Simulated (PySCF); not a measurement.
# Tl(SH) at several levels of theory

Computed with PySCF 2.14.0 (density fitting, no spin-orbit coupling) at the geometry relaxed with PBE:

```xyz
3
Tl(SH) (singlet)
Tl    0.1003    0.0000   -0.1762
S    -0.0893    0.0000    2.4454
H     1.2726    0.0000    2.5415
```

| level | basis | state | HOMO (eV) | gap (eV) | charge on Tl1 (e) | dipole about the centre of mass (D) | largest force component (eV/Å) |
| --- | --- | --- | --- | --- | --- | --- | --- |
| PBE | Tl def2-SVP with ECP60, S def2-SVP, H def2-SVP | singlet | -5.18 | 2.75 | 0.28 | 3.10 | 0.01 |
| BP86 | the same | singlet | -5.28 | 2.77 | 0.28 | 3.09 | 0.03 |
| r2SCAN | the same | singlet | -5.41 | 3.22 | 0.34 | 3.42 | 0.29 |
| revPBE | the same | singlet | -5.12 | 2.78 | 0.30 | 3.19 | 0.14 |
| TPSSh | the same | singlet | -5.67 | 3.62 | 0.34 | 3.47 | 0.25 |
| PBE | Tl def2-TZVP with ECP60, S def2-TZVP, H def2-TZVP | singlet | -5.33 | 2.82 | 0.38 | 3.60 | 0.23 |

Charges are Mulliken's, which hang on the basis. The relaxation used the grid (50, 194), these runs (75, 302) or, all-electron (x2c bases, spin-free X2C Hamiltonian), (99, 590).

Problem. What does PBE with Tl x2c-SVPall, S x2c-SVPall, H x2c-SVPall give here?

Solution. state singlet, HOMO (eV) -5.16, gap (eV) 2.73, charge on Tl1 (e) 0.31, dipole about the centre of mass (D) 3.14, largest force component (eV/Å) 0.17. Time: 11 s on 2 threads of Arm Neoverse V1, with other jobs on the host, from free ions and atoms.

In the first row's basis the gap widens with exact exchange: 2.7 to 3.2 eV for PBE, BP86, revPBE, r2SCAN (none); 3.6 eV for TPSSh (a fixed share).
